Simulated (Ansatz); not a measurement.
A nudged elastic band was laid between two geometries of F2Ge2H4 + H2O (11 atoms, charge 0, multiplicity 1).

Level of theory: Ansatz, RKS PBE0/def2-SVP.

```yaml
movable_images: 5
climbing_image: yes
spring: 5.0 eV/Å²
optimiser: quadratic models (default)
start_path: through a guess of the saddle point
force_threshold: 0.05 eV/Å
iteration_limit: 60
end_points: relaxed
```

First end point:

```xyz
11
Properties=species:S:1:pos:R:3
Ge -0.221 0.000 -0.013
H -0.386 0.478 1.438
F 1.507 -0.218 -0.286
F -0.513 1.429 -0.972
Ge -1.464 -1.838 -0.969
H -2.287 -2.503 0.144
H -2.403 -1.307 -2.067
H -0.465 -2.836 -1.569
O 0.701 -2.226 1.242
H 1.497 -1.898 0.798
H 0.870 -2.086 2.180
```

Last end point:

```xyz
11
Properties=species:S:1:pos:R:3
Ge 0.326 -0.519 -0.690
H -0.477 -1.701 3.526
F 1.510 -0.489 -1.959
F -0.075 1.162 -0.522
Ge -1.573 -1.909 -1.205
H -2.543 -1.845 -0.021
H -2.223 -1.357 -2.479
H -1.065 -3.338 -1.426
O 1.146 -1.010 0.785
H 1.884 -0.434 1.024
H -0.075 -1.563 2.893
```

Problem. Which bonds break or form, and what moves?

Solution. Bonds broken: Ge1–H2, O9–H11. Bonds formed: Ge1–O9, H2–H11. F2Ge2H4 + H2O becomes F2Ge2H4O + H2.

Problem. What energy profile does the band end with?

Solution. The run converged. The highest image is number 2 of 0 to 6, 178.7 kJ/mol above the first end and 168.1 kJ/mol above the last; the last end lies 10.6 kJ/mol above the first. Neighbouring images differ by up to 1.6 eV, so the band resolves the path poorly. A vibrational analysis at the climbing image gives one clearly imaginary mode, 1367i cm⁻¹: a first-order saddle point. The orbitals stay closed-shell, which can raise the energy where a bond breaks towards radicals; this wasn't checked here.

```
image  path coordinate (Å)  energy (kJ/mol)  Ge1–H2 (Å)  O9–H11 (Å)  Ge1–O9 (Å)
    0                 0.00              0.0        1.54        0.96        2.72
    1                 1.88             22.5        1.54        0.96        2.59
    2                 3.77            178.7        1.86        1.17        1.93
    3                 4.79             40.7        2.55        1.91        1.77
    4                 5.82             14.3        3.33        2.45        1.76
    5                 6.84             11.2        4.06        2.53        1.76
    6                 7.87             10.6        4.45        2.50        1.76
```

Problem. What is the geometry of the highest image?

Solution. 
```xyz
11
Properties=species:S:1:pos:R:3:forces:R:3
Ge 0.050 -0.542 0.041 0.01 0.00 0.01
H -0.694 -0.835 1.716 0.01 -0.01 0.01
F 1.306 -0.576 -1.195 0.01 0.00 -0.01
F -0.153 1.170 0.185 0.00 0.00 0.00
Ge -1.612 -1.850 -1.148 0.00 0.01 0.00
H -2.893 -1.945 -0.306 0.00 0.00 0.00
H -1.883 -1.183 -2.503 0.00 0.00 0.00
H -1.018 -3.252 -1.364 0.00 0.00 0.01
O 1.344 -1.100 1.363 0.02 0.02 -0.04
H 2.070 -1.726 1.217 0.00 -0.01 0.00
H 0.317 -1.164 1.921 -0.04 -0.01 0.02
```

The band took 39 iterations and of the order of 29 core-minutes.

Run time: 8 min on 4 threads of Arm Neoverse V2 (shared host), peak memory 0.44 GiB.
